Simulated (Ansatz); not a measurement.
Cost and result up the ladder for (BeTe)2 ring (Be2Te2) (4 atoms). Total charge 0; singlet. Geometry: PBE0-D4/def2-TZVP.

```tsv
atom	x (Å)	y (Å)	z (Å)
Be1	0.414	0.352	0.888
Te2	-1.432	1.407	0.110
Be3	-0.414	-0.352	-0.888
Te4	1.432	-1.407	-0.110
```

Ansatz on 4 threads of Arm Neoverse V1 on a shared host. Times are rough, and most runs start from the orbitals of an earlier one. ωB97M-V/def2-TZVP serves as the yardstick here, not as an exact answer. Differences are given only for rows in sets of like size (and for xTB, whose basis is part of the method), since another set adds its own error. Binding counts from free atoms at the same level (Be singlet, Te triplet; other spins of the atoms weren't run), without zero-point energy or a counterpoise term.

In the def2 sets Te takes a core potential; there is no spin–orbit coupling. LC-ωPBE has ω = 0.4 bohr⁻¹. B3LYP takes the VWN-RPA correlation. Correlated methods freeze 8 core orbitals; core or outer-core shells of Te are correlated, in sets that lack core-valence functions.

Correlated methods converge slowly with the basis.

| level | functions | wall time | binding energy per atom (eV) | difference from ωB97M-V/def2-TZVP (eV) |
| --- | --- | --- | --- | --- |
| PBE-D4/def2-SVP | 70 | 0.55 s | 2.56 | – |
| PBE0-D4/def2-SVP | 70 | 0.9 s | 2.49 | – |
| PBE-D4/def2-TZVP | 138 | 1.1 s | 2.57 | 0.25 |
| BLYP-D4/def2-TZVP | 138 | 1.3 s | 2.38 | 0.06 |
| LC-ωPBE/def2-TZVP | 138 | 1.4 s | 2.37 | 0.05 |
| B3LYP-D4/def2-TZVP | 138 | 1.5 s | 2.38 | 0.07 |
| CAM-B3LYP-D4/def2-TZVP | 138 | 1.8 s | 2.34 | 0.02 |
| MP2/def2-TZVP | 138 | 1.9 s | 2.39 | 0.07 |
| PBE0-D4/def2-TZVP | 138 | 2 s | 2.51 | 0.19 |
| r2SCAN-D4/def2-TZVP | 138 | 2.3 s | 2.53 | 0.22 |
| RPA@PBE/def2-TZVP | 138 | 2.8 s | 1.88 | -0.44 |
| PBE-QIDH/def2-TZVP | 138 | 3 s | 2.44 | 0.13 |
| ωB97M-V/def2-TZVP (with forces) | 138 | 6.5 s | 2.32 | 0.00 |
| CCSD(T)/def2-TZVPP | 138 | 6.5 s | 2.12 | -0.20 |
